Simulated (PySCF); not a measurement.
**[MoF6]-: axial bond length as a parameter**

The complex [MoF6]- (charge -1) contains Mo(V), shell d1. The structure is a model geometry with rigid ligands and bond lengths from ionic radii, not a minimum; coordination octahedral, point group Oh, metal–donor distances 1.91 Å.

The d shell alone is too small an active space for [MoF6]- (an active orbital has only 0.63 squared overlap with the free ion's shell): its levels, fitted parameters, g values and moments show what this model gives and aren't sound predictions.

```
7

Mo    0.000    0.000    0.000
F     0.000    0.000    1.910
F     0.000    0.000   -1.910
F     1.910    0.000    0.000
F    -1.910    0.000    0.000
F     0.000    1.910    0.000
F     0.000   -1.910    0.000
```

Method (PySCF 2.14, density fitting): CASSCF(1,5) with orbitals averaged over all microstates of the shell, strongly contracted NEVPT2 on the averaged canonical orbitals; basis x2c-TZVPall on the metal, x2c-SVPall elsewhere; spin-free X2C; gas phase; spin-orbit coupling by state interaction with the mean-field operator over all roots.

The two bonds along z are scaled, the others stay.

```json
{"axial bond length": "1.719 Å", "group": "D4h", "ground": "2B2g (from 2T2g)", "next state (NEVPT2) / cm⁻¹": "2Eg (from 2T2g) 5253", "orbital energies above the lowest (NEVPT2 fit) / cm⁻¹": "0 5253 5253 36627 53022", "μeff(300 K) / μB": "1.57"}
{"axial bond length": "1.815 Å", "group": "D4h", "ground": "2B2g (from 2T2g)", "next state (NEVPT2) / cm⁻¹": "2Eg (from 2T2g) 2240", "orbital energies above the lowest (NEVPT2 fit) / cm⁻¹": "0 2240 2240 36648 44410", "μeff(300 K) / μB": "1.41"}
{"axial bond length": "1.910 Å", "group": "Oh", "ground": "2T2g", "next state (NEVPT2) / cm⁻¹": "2Eg 36673", "orbital energies above the lowest (NEVPT2 fit) / cm⁻¹": "0 0 0 36673 36673", "μeff(300 K) / μB": "0.97"}
{"axial bond length": "2.006 Å", "group": "D4h", "ground": "2Eg (from 2T2g)", "next state (NEVPT2) / cm⁻¹": "2B2g (from 2T2g) 1651", "orbital energies above the lowest (NEVPT2 fit) / cm⁻¹": "0 0 1651 31780 38361", "μeff(300 K) / μB": "1.02"}
{"axial bond length": "2.101 Å", "group": "D4h", "ground": "2Eg (from 2T2g)", "next state (NEVPT2) / cm⁻¹": "2B2g (from 2T2g) 2910", "orbital energies above the lowest (NEVPT2 fit) / cm⁻¹": "0 0 2910 27601 39655", "μeff(300 K) / μB": "1.01"}
{"axial bond length": "2.292 Å", "group": "D4h", "ground": "2Eg (from 2T2g)", "next state (NEVPT2) / cm⁻¹": "2B2g (from 2T2g) 4628", "orbital energies above the lowest (NEVPT2 fit) / cm⁻¹": "0 0 4628 21142 41440", "μeff(300 K) / μB": "1.01"}
```

At 1.910 Å, 2.006 Å, 2.101 Å, 2.292 Å the ground state is orbitally degenerate, so the regular structure would distort there (Jahn–Teller).

Charge-transfer states lie outside this active space and may come lower than some of these levels. NEVPT2 on the d shell alone tends to put d–d bands too high for such charged or covalently bound ions.
